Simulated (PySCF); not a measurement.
**Worked example: chemical shift, span and skew from a shielding tensor**

Be(Br)(OMe) (CH3BeBrO), SMILES [Br][Be][O]C. Atoms are numbered in the order given.

```xyz
7

Be     0.0000     0.0000    -0.5634
Br     0.0000     0.0000     1.4016
O      0.0000     0.0000    -1.9506
C      0.0000     0.0000    -3.3362
H     -0.8940     0.5161    -3.7273
H      0.8940     0.5161    -3.7273
H      0.0000    -1.0323    -3.7273
```
Charge 0, spin multiplicity 1.

The structure is a stationary point at ωB97X-D3(BJ)/def2-SVP. The values are those of a single conformer.

GIAO shieldings from PySCF with KT2/pcSseg-1, non-relativistic, no solvent. The symmetric part of the tensor of C4 has the principal values 97.3, 97.3, 184.3 ppm. The same nucleus in TMS has σ = 185.1 ppm at this level (PySCF, at its B3LYP-D3(BJ)/def2-TZVP geometry). Without spin–orbit terms, shifts of atoms bonded to Cl or Br come out too high.

Work out the isotropic shielding, the ¹³C shift against TMS, the span and the skew.


σ(iso) = (σ11 + σ22 + σ33)/3 = 126.3 ppm. δ = σ(ref) − σ(iso) = 185.1 − (126.3) = 58.8 ppm.
Span Ω = σ33 − σ11 = 87.0 ppm. Skew κ = 3(σ(iso) − σ22)/Ω = 1.00, an axial tensor. Tumbling in solution averages the tensor to δ; in a static solid the shielding alone would spread this spin-1/2 line over Ω.
